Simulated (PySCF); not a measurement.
**[GdCl4]− at several levels of theory**

Computed with PySCF 2.14.0 (density fitting, no spin-orbit coupling) at the geometry relaxed with BP86:

```xyz
5
[GdCl4]− (singlet in the valence; each metal's 4f electrons, 7 of them, lie in its core potential, out of spins and levels)
Gd    0.0000    0.0000    0.0000
Cl    1.4817    1.4817    1.4817
Cl   -1.4817   -1.4817    1.4817
Cl    1.4817   -1.4817   -1.4817
Cl   -1.4817    1.4817   -1.4817
```

```csv
level,basis,state,HOMO (eV),gap (eV),charge on Gd1 (e),population of f-type functions on Gd1 (polarisation alone where 4f lies in the core),dipole about the centre of mass (D),largest force component (eV/Å)
BP86,"Gd lcecp-1-SVP with ECP53, Cl def2-SVP",singlet,-3.17,5.98,0.55,0.04,0.00,0.00
HF,the same,singlet,-7.82,12.98,1.17,0.05,0.00,0.25
BP86,"Gd lcecp-1-TZVP with ECP53, Cl def2-TZVP",singlet,-3.51,5.97,1.18,0.06,0.00,0.04
```

In the lcecp rows the 4f levels are missing from HOMO and gap, and the state counts the valence alone.

Charges are Mulliken's, which hang on the basis. The relaxation used the grid (50, 194), these runs (75, 302) or, all-electron (x2c bases, spin-free X2C Hamiltonian), (99, 590).

Task: A further run in the first row's basis gives HOMO (eV) -6.92, gap (eV) 11.76, charge on Gd1 (e) 0.77, population of f-type functions on Gd1 (polarisation alone where 4f lies in the core) 0.05, dipole about the centre of mass (D) 0.00, largest force component (eV/Å) 0.02. Which level was it?
A. BLYP
B. wB97X
C. CAM-B3LYP

Result: B. The others give HOMO -5.78 eV (CAM-B3LYP); -2.81 eV (BLYP).

In the first row's basis the gap widens with exact exchange: 5.7 to 6.0 eV for BLYP, BP86 (none); 9.7 to 13.0 eV for CAM-B3LYP, wB97X, Hartree–Fock (rising or full at long range).

An lcecp potential fixes the number of 4f electrons, so in runs with it no electron can move into or out of that shell.
